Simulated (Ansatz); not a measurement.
`O[SiH](Cl)[SiH](Cl)Cl` → `O[SiH]` + `Cl[SiH](Cl)Cl`  (silylene formation by 1,1-elimination)

Gas-phase electronic energies from Ansatz, PBE0-D4/def2-TZVP geometries. CCSD(T)/CBS adds triple-zeta CCSD(T) − MP2 to the extrapolated MP2 energy (def2 sets, frozen cores). This one scheme is used for every species. Functionals use def2-TZVPP. B3LYP here is the variant with VWN-RPA as its local correlation; programs differ in this. Each species was taken in one conformer, which may not be the lowest.

`O[SiH](Cl)[SiH](Cl)Cl`:

```xyz
9

O    -0.632    1.305    1.488
Si    0.382    0.984    0.246
Cl   -0.106    2.050   -1.440
Si    0.192   -1.275   -0.354
Cl    1.077   -1.639   -2.161
Cl   -1.833   -1.626   -0.479
H    -1.553    1.050    1.390
H     1.728    1.398    0.693
H     0.743   -2.248    0.617
```

`O[SiH]`:

Z-matrix (Å, degrees):
```
O
Si 1 1.657
H 1 0.961 2 114.2
H 2 1.532 1 94.4 3 180.0
```

`Cl[SiH](Cl)Cl`:

```xyz
5

Cl   -1.627    0.758   -0.872
Si    0.004   -0.108   -0.029
Cl    1.682    0.830   -0.680
Cl   -0.116    0.045    1.991
H     0.057   -1.526   -0.410
```

CCSD(T)/CBS gives +45.2 kcal/mol.

Problem. Another level gave +45.1 kcal/mol. Which?
A. B2PLYP/def2-TZVPP
B. PBE0/def2-TZVPP
C. r2SCAN/def2-TZVPP
D. B3LYP-D4/def2-TZVPP

Solution. D. B3LYP-D4 45.1, r2SCAN 49.0, B2PLYP 42.6, PBE0 46.9 kcal/mol.

Largest T1 diagnostic among the species: 0.016.

The D4 term adds +4.7 kcal/mol with B3LYP and +2.7 kcal/mol with PBE0; it sums over pairs of atoms, weighted by their polarisabilities, and B3LYP, whose exchange is more repulsive, gets the larger term. From PBE to PBE0 (25 % exact exchange), in def2-TZVPP and without D4, ΔE moves by +2.6 kcal/mol. In def2-TZVPP, CCSD(T) changes the Hartree–Fock value by +1.9 kcal/mol (the triples alone add +0.6 kcal/mol) and MP2 by +4.7 kcal/mol.
